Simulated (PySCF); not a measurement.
C2H5BO3, SMILES CB(O)C(=O)O. Atoms are numbered in the order given.

```xyz
11

C      1.0612    -1.7781     0.0000
B     -0.1399    -0.7825     0.0000
O     -1.4261    -1.1749     0.0000
C      0.0120     0.8349     0.0000
O     -0.9696     1.5538     0.0000
O      1.2600     1.3303     0.0000
H      0.7483    -2.8323     0.0000
H      1.7056    -1.5931    -0.8777
H      1.7056    -1.5931     0.8777
H     -2.0007    -0.3861     0.0000
H      1.1873     2.3032     0.0000
```

Coordinates come from a B3LYP-D3(BJ)/def2-SVP optimisation. This is a generated structure with no PubChem entry under its InChIKey; it may be hypothetical. One conformer was computed; it need not be the lowest.

Two levels are set side by side: PBE/pcSseg-1 (PySCF) and HF/pcSseg-1 (PySCF). GIAO shifts against BF3 (¹¹B), H2O (¹⁷O), TMS (¹H), TMS (¹³C) at the same level; non-relativistic, no solvent, atoms listed together averaged. Differences are taken from unrounded values.

```
quantity               HF    PBE  PBE minus HF
------------------  -----  -----  ------------
δ(¹³C) of C1 (ppm)    4.8    4.8           0.0
δ(¹¹B) of B2 (ppm)   29.9   28.1          -1.7
δ(¹⁷O) of O3 (ppm)  159.7  219.8          60.1
δ(¹³C) of C4 (ppm)  192.0  181.6         -10.4
δ(¹⁷O) of O5 (ppm)  465.2  457.3          -8.0
δ(¹⁷O) of O6 (ppm)  193.8  242.7          48.9
δ(¹H) of H10 (ppm)   7.71   8.13          0.43
δ(¹H) of H11 (ppm)   6.90   6.46         -0.44
```

Rough cost on one machine, each run with all the roots and properties that it gave: HF against PBE within a factor of 2.
